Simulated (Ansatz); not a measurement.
Cartesian coordinates in Å:
```
C 0.863 1.381 1.801
O 0.813 0.479 0.692
C -0.164 0.698 -0.167
O -0.989 1.558 -0.112
C -0.128 -0.350 -1.302
F 1.131 -0.540 -1.730
F -0.868 0.093 -2.320
C -0.698 -1.723 -0.867
F -0.757 -2.540 -1.909
F -1.923 -1.564 -0.374
F 0.067 -2.275 0.065
H 1.705 1.054 2.405
H -0.065 1.328 2.370
H 1.012 2.401 1.449
```

The species carries charge 0 and has multiplicity 1.

Task: List the r2SCAN/def2-TZVPP orbital energies in eV (Ansatz 0.2.0). (Estimate.)

Result: Computed: Occupied: -667.92, -667.91, -667.89, -667.63, -667.59, -518.10, -516.37, -280.51, -278.81, -277.43, -275.20, -35.63, -34.31, -33.17, -33.12, -32.66, -30.34, -27.93, -21.26, -19.81, -18.15, -16.60, -16.11, -16.04, -15.59, -15.05, -14.72, -13.20, -12.86, -12.48, -12.34, -12.32, -12.07, -11.66, -11.36, -11.25, -10.98, -10.78, -10.66, -10.63, -10.00, -9.29, -8.51, -7.60. Lowest empty: -1.91, 0.85, 1.09, 1.84, 2.30, 2.81, 3.05, 3.22.
